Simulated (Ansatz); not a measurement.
Species: CBr, charge 0, doublet. CBr (SMILES [C]Br, doublet).
B3LYP-D3(BJ)/def2-TZVP minimum from Ansatz (an electronic-structure program):
```xyz
2

C      0.0000     0.0000    -1.5630
Br     0.0000     0.0000     0.2679
```
Charge 0, spin multiplicity 2.

Hartree-Fock and CCSD(T) correlation energies in hartree (Ansatz). UHF or UKS for unpaired electrons; spin-orbit terms are left out. Cores are frozen in correlated methods (noble-gas shells, and filled d and f shells in the p block). No relativity. Spin-orbit terms, left out, reach several kcal/mol for Br and I, and more for heavier atoms. The determinant of CBr ([C]Br, doublet) is a saddle point of the SCF energy; a lower one exists, which strains HF and MP2.

| basis | X | E(HF) | E(corr, CCSD(T)) |
|---|---|---|---|
| cc-pVTZ | 3 | -2610.19680 | -0.30896 |
| cc-pVQZ | 4 | -2610.20207 | -0.33341 |
| cc-pV5Z | 5 | -2610.20288 | withheld |

Q: Fit E(corr) = E∞ + A/X³ to X = 3 and 4, predict X = 5, and compare with the run.

A: A = (-0.30896 - (-0.33341))/(1/27 - 1/64) = 1.1419; E∞ = -0.33341 - A/64 = -0.35125; at X = 5, E∞ + A/125 = -0.34212. The run gave -0.34201, 0.11 mEh above the prediction. The same form on X = 4 and 5 gives E∞ = -0.35103, 0.22 mEh above the first estimate.
